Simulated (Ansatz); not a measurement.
Species: LuF2, charge 1, multiplicity 1. 
Geometry from a B3LYP-D3(BJ)/def2-TZVP (Ansatz, a quantum-chemistry and plane-wave program) optimisation:
```xyz
3

Lu     0.1819     0.1130     0.0419
F     -1.1185     0.5972    -1.2376
F     -0.3166    -1.4887     0.9072
```
Charge +1, spin multiplicity 1.

Parts of the frozen-core correlation energy in def2-SVP (Ansatz, hartree). Frozen orbitals: 22; correlated occupied orbitals by spin: 8 and 8; virtual: 79 and 79. No spin-orbit coupling. In def2 rows, elements after Kr have scalar-relativistic effective core potentials.

```
term                             value
-------------------------  -----------
reference (HF)             -1431.05537
MP2 opposite-spin                  ___
MP2 same-spin                 -0.12162
CCSD correlation                   ___
(T)                                ___
T1 diagnostic                    0.020
largest doubles amplitude        0.019
```

**Question.** Some entries are withheld; supply them.

**Answer.** 
- MP2 opposite-spin, value: -0.30829
- CCSD correlation, value: -0.42642
- (T), value: -0.00816
